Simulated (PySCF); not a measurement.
Bonds (- single, = double, # triple, : aromatic): O1-B2, B2-O3, B2-C4, C4-C5, C5-C6, C6-C7, C7-F8, C7-C4. O1 carries H9; O3 carries H10; C4 carries H11; C5 carries H12, H13; C6 carries H14, H15; C7 carries H16. Stereochemistry as in OB(O)[C@@H]1CC[C@@H]1F. H13, H15 are cis to B2 on the ring; H12, H14 are trans to B2 on the ring.

Geometry: PBE0-D3(BJ)/def2-SVP; GIAO absolute shieldings from PySCF, gas phase, non-relativistic, averaged over equivalent atoms.

At PBE0/pcSseg-1 (176 basis functions, 35 s wall time on 1 thread of an Arm Neoverse N1, shared host):
```csv
atoms,σ (ppm)
O1/O3,204.2
B2,69.1
C7,92.8
C6,151.3
C4,156.0
C5,169.3
F8,366.5
H16,26.30
H9/H10,26.30
H14,29.08
H15,29.23
H11,29.36
H13,29.46
H12,29.80
```

What do these become at KT2/pcSseg-1?

## Answers


| atoms | σ at KT2/pcSseg-1 | change |
| --- | --- | --- |
| O1/O3 | 197.8 | -6.4 |
| B2 | 71.6 | +2.5 |
| C7 | 89.8 | -3.0 |
| C6 | 147.5 | -3.8 |
| C4 | 152.0 | -4.0 |
| C5 | 166.4 | -2.9 |
| F8 | 343.4 | -23.1 |
| H16 | 26.04 | -0.26 |
| H9/H10 | 26.42 | +0.12 |
| H14 | 28.88 | -0.20 |
| H15 | 29.07 | -0.16 |
| H11 | 29.08 | -0.28 |
| H13 | 29.35 | -0.11 |
| H12 | 29.63 | -0.17 |

The largest change is at F8 (fluorine on an sp3 carbon). Cost: 176 basis functions, 47 s wall time on 1 thread of an Arm Neoverse N1, shared host. The order of the carbon signals is the same at both levels.

A carbon bonded to boron is broadened by the quadrupolar boron nucleus and is often missing from a measured spectrum.
